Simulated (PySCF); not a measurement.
tert-butyl acetate in a uniform electric field

tert-butyl acetate, C6H12O2.
Numbering: `[CH3:1][C:2](=[O:3])[O:4][C:5]([CH3:6])([CH3:7])[CH3:8]` (hydrogens: H9, H10, H11 on C1; H12, H13, H14 on C6; H15, H16, H17 on C7; H18, H19, H20 on C8)

Structure used (PBE0-D3(BJ)/def2-SVP), in Å, numbered top down from 1:
```
atom  x, y, z in Å
C1     2.9572   -0.2488   -0.0494
C2     1.5844    0.1474    0.4190
O3     1.3556    0.7445    1.4398
O4     0.6616   -0.2548   -0.4591
C5    -0.7566   -0.0097   -0.2513
C6    -1.0257    1.4893   -0.2026
C7    -1.2267   -0.7172    1.0137
C8    -1.3962   -0.6308   -1.4837
H9     2.9999   -1.3356   -0.2108
H10    3.1726    0.2302   -1.0157
H11    3.7010    0.0550    0.6953
H12   -0.5791    1.9419    0.6911
H13   -2.1109    1.6697   -0.1888
H14   -0.6097    1.9786   -1.0963
H15   -2.3203   -0.6319    1.0994
H16   -0.9706   -1.7866    0.9694
H17   -0.7663   -0.2773    1.9070
H18   -1.1579   -1.7029   -1.5415
H19   -2.4892   -0.5158   -1.4466
H20   -1.0231   -0.1452   -2.3972
```

Level: CAM-B3LYP/def2-SVPD (PySCF); nuclei fixed, core orbitals frozen in the response. Permanent dipole (-0.564, -0.923, -1.722) D (1 au = 2.5417 D). Static polarisability (au):

```
x   88.95 -0.19  2.49
y   -0.19 73.69  3.02
z    2.49  3.02 77.76
```

Only the terms in μ and α are kept: μ(F) = μ + αF and ΔE = −μ·F − ½ F·αF.

Question: Apply 0.001 au along ±x, ±y and ±z in turn. Tabulate induced and total dipoles and both energy terms.

Answer: 
| field along | induced x (D) | induced y (D) | induced z (D) | total size (D) | −μ·F (kJ/mol) | −½F·αF (kJ/mol) |
| --- | --- | --- | --- | --- | --- | --- |
| +x | 0.226 | 0.000 | 0.006 | 1.978 | +0.583 | -0.117 |
| −x | -0.226 | 0.000 | -0.006 | 2.112 | -0.583 | -0.117 |
| +y | 0.000 | 0.187 | 0.008 | 1.949 | +0.953 | -0.097 |
| −y | 0.000 | -0.187 | -0.008 | 2.131 | -0.953 | -0.097 |
| +z | 0.006 | 0.008 | 0.198 | 1.863 | +1.779 | -0.102 |
| −z | -0.006 | -0.008 | -0.198 | 2.208 | -1.779 | -0.102 |

Question: For the field (-0.0001, -0.0003, 0.0009) au, what is the induced dipole, and what angle does it make with the field?

Answer: αF = (-0.017, -0.049, 0.175) D, at 2.8° to the field. The polarisability along this direction, F·αF/F², is 75.18 au, against a mean of 80.14 au.

Question: Which field along μ doubles the dipole in that direction (linear response)?

Answer: The polarisability along the dipole is 81.23 au, so F = 0.8001 au / 81.23 au = 0.0098 au = 0.51 V/Å; higher-order terms are ignored.

Question: What field makes μF equal to kT at 200 K?

Answer: kT = 0.6334 × 10⁻³ Eh, so F = 0.000792 au = 4.07 MV/cm.

Question: Induction energy −ᾱe²/2R⁴ of a unit charge at 10 Å, the molecule taken as a point?

Answer: R = 18.90 bohr, so the energy is −80.1/(2 × 18.90⁴) Eh = -0.825 kJ/mol. The charge–dipole term at its most favourable orientation, −μe/R², is -5.88 kJ/mol.

The structure is a single PBE0-D3(BJ)/def2-SVP conformer in the gas phase; no vibrational or solvent corrections.

These values come from a run that also computed excited states and ΔSCF ions. The run took about 3 min of CPU time (one thread, shared machine).
